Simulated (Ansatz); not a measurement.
Geometry optimisation, Ansatz 0.2.0, RKS PBE-D4/6-31G*.

Input:

```yaml
crystal:
  periodic: [false, false, false]
  atoms:
    - { symbol: Si, position_ang: [-0.703124, 0.974381, -1.01085] }
    - { symbol: Si, position_ang: [0.34262, -1.277074, 1.501453] }
    - { symbol: F, position_ang: [-1.456523, -0.276133, -1.672744] }
    - { symbol: F, position_ang: [-1.177099, 1.090278, 0.517298] }
    - { symbol: F, position_ang: [-1.231305, 2.276425, -1.786364] }
    - { symbol: H, position_ang: [1.185186, -0.117632, 1.281844] }
    - { symbol: S, position_ang: [1.435528, 0.904364, -1.165414] }
    - { symbol: H, position_ang: [-0.647425, -0.998856, 2.587809] }
    - { symbol: H, position_ang: [-0.373622, -1.645199, 0.241973] }
    - { symbol: H, position_ang: [1.213453, -2.432037, 1.89633] }
    - { symbol: H, position_ang: [1.412311, 1.501381, -2.391335] }
basis:
  gaussian: { orbitals: "6-31G*" }
hamiltonian:
  xc: pbe
  dispersion: d4
relax:
  f_tol: 0.03
  max_steps: 50
```

Command:

```bash
$ ansatz run input.yaml --threads 2 --pin off --max-ram 3072MiB --backend cpu --events-out ev --progress --plain --runs-dir out
```

Question: Where does it end, and by what steps?

Answer: It converged. The force dipped under the threshold on the way, but the program's further checks kept it going. After 12 steps the energy has fallen by 0.131 eV; H6 moved furthest, 0.49 Å.

```csv
step,energy less start (eV),largest force component (eV/Å),accepted
0,0.0000,0.947,yes
1,-0.1079,0.229,yes
2,-0.0665,0.705,no
3,-0.1215,0.117,yes
4,-0.1247,0.097,yes
5,-0.1272,0.054,yes
6,-0.1240,0.324,no
7,-0.1289,0.019,yes
8,-0.1297,0.211,yes
9,-0.1310,0.041,yes
10,-0.1312,0.032,yes
11,-0.1313,0.011,yes
12,-0.1313,0.024,yes
```

```xyz
11
Properties=species:S:1:pos:R:3
Si -0.744 1.186 -1.166
Si 0.398 -1.470 1.709
F -1.398 -0.127 -1.813
F -1.065 1.201 0.405
F -1.472 2.438 -1.853
H 1.362 -0.323 1.688
S 1.359 1.267 -1.379
H -0.755 -1.145 2.607
H -0.103 -1.729 0.321
H 1.100 -2.694 2.215
H 1.318 1.395 -2.734
```

Whether the end is a true minimum wasn't checked by a vibrational analysis.

Time of the run: 32 s on 2 threads of Arm Neoverse V2, with other jobs on the host, peak memory 0.15 GiB.
